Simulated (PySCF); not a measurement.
The multiplicity is imposed and other spin states were not computed.

**[Zn(NH3)4]2+ (charge 2, multiplicity 1)**

Level of theory: TPSSh-D3(BJ)/def2-TZVP // PBE-D3(BJ)/def2-SVP in PySCF.

```json
{
  "HOMO": "-17.54 eV",
  "HOMO–LUMO gap": "8.59 eV",
  "LUMO": "-8.95 eV",
  "charge on the central atom (Mulliken)": "0.60 e",
  "charge on the central atom (meta-Löwdin)": "1.26 e",
  "total_energy": "-2005.2880 Ha",
  "cost": "roughly 8 core-minutes"
}
```

```xyz
17

Zn     0.0000     0.0000     0.0000
N      1.3971    -1.3729     0.6874
H      1.0924    -2.3591     0.6112
H      1.6488    -1.2554     1.6845
H      2.3020    -1.3413     0.1860
N     -1.7991    -0.2877     0.9949
H     -1.7213    -0.2517     2.0264
H     -2.2476    -1.1999     0.8002
H     -2.5254     0.4129     0.7648
N      0.6891     1.9255     0.3565
H      0.8106     2.1513     1.3593
H      0.0666     2.6699    -0.0035
H      1.6104     2.1293    -0.0688
N     -0.2871    -0.2649    -2.0388
H      0.5496    -0.0607    -2.6129
H     -1.0301     0.3328    -2.4414
H     -0.5560    -1.2281    -2.3055
```
Charge +2, spin multiplicity 1.
